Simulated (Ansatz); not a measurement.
Abridged output of a molecular run in Ansatz:

```
Functional definition: HF
1160 factors; integrals over basis functions are off by at most 8.2e-4 eV
mean field evaluation 1: about -20755.0442 eV, gradient 4.9e1 eV
mean field evaluation 2: about -20755.0499 eV, gradient 4.9e1 eV
mean field evaluation 4: about -20759.7684 eV, gradient 3.1e0 eV
mean field evaluation 8: about -20759.8049 eV, gradient 2.2e-4 eV
mean field -20759.80492221 eV, -762.9087593899 hartree, gradient 1.2e-6 eV, S^2 0.000000; 0 other end points of the search recorded, 0 dependent functions left out
12 core orbitals not correlated: weight in the atoms' cores, before any rotation towards them, 1.000 or more for the frozen orbitals, at most 0.000 for the correlated occupied ones
reference -20759.80492221 eV, -762.9087593899 hartree; 21, 21 occupied and 78, 78 virtual orbitals, 1160 factors
second order -20.56825877 eV of doubles, -0.00000000 eV of singles
cycle   1  -20.99319482 eV  change   -4.2e-1 eV  update   9.8e-2
cycle   2  -21.45532801 eV  change   -4.6e-1 eV  update   2.8e-2
cycle   3  -21.56561113 eV  change   -1.1e-1 eV  update   1.4e-2
cycle   4  -21.56080940 eV  change    4.8e-3 eV  update   3.0e-3
cycle   5  -21.55967237 eV  change    1.1e-3 eV  update   1.3e-3
cycle   6  -21.55974710 eV  change   -7.5e-5 eV  update   4.1e-4
cycle   7  -21.55953051 eV  change    2.2e-4 eV  update   1.4e-4
cycle   8  -21.55948332 eV  change    4.7e-5 eV  update   4.6e-5
perturbative correction -0.51533427 eV, -0.0189381852 hartree
Total energy: -20781.87973980 eV, -763.7199939737 hartree
```

Its atoms:

Cartesian coordinates in Å:
```
N 1.463 -0.268 0.259
Si -0.107 0.258 -0.121
O -0.398 -0.474 -1.557
O -0.179 1.894 -0.137
Te -1.960 -0.195 1.497
H 1.880 -0.028 1.143
H 1.765 -1.173 -0.065
H -1.319 -0.529 -1.816
H 0.536 2.340 -0.598
H -1.681 -1.826 1.396
```

Task: Which basis set was used?
A. def2-SVP
B. def2-TZVPP
C. def2-TZVPPD
D. cc-pV(T+d)Z

Result: A. It gives 111 functions.

Task: Write the keys of the input that set method, charge and spin (a neutral closed shell needs none for the last two).

Result: 
```yaml
correlation: {method: ccsd_t}
```
